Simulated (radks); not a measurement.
Q: The mean radii <r> (bohr) of the occupied orbitals of an atom or ion are listed with their occupations. All-electron calculation, Dirac Kohn-Sham, PBE, spin-unpolarised, spherical densities, finite nucleus; Fermi nuclear charge, rms radius of each element as measured or else 0.836 A^(1/3) + 0.57 fm. Program: a radial shooting solver on a logarithmic mesh with Libxc functionals.

| orbital | occ. | <r> |
|---|---|---|
| 1s1/2 | 2 | 0.03111 |
| 2s1/2 | 2 | 0.1339 |
| 2p1/2 | 2 | 0.1136 |
| 2p3/2 | 4 | 0.1186 |
| 3s1/2 | 2 | 0.3483 |
| 3p1/2 | 2 | 0.3364 |
| 3p3/2 | 4 | 0.3453 |
| 3d3/2 | 2 | 0.3093 |
| 3d5/2 | 3 | 0.3120 |

Name the element and its charge. Open shells, if any, are shared by 2j + 1.

A: Z = 47, silver, charge +24: Ag24+ in [Ar] 3d5. The 1s radius gives Z: for a bare nucleus <r> = (2 gamma + 1)/(2Z) with gamma = sqrt(1 - (Z/c)^2), 0.03062 bohr for Z = 47, and screening makes it slightly larger (0.03111 here). The occupations add up to 23, and the charge is Z minus that.
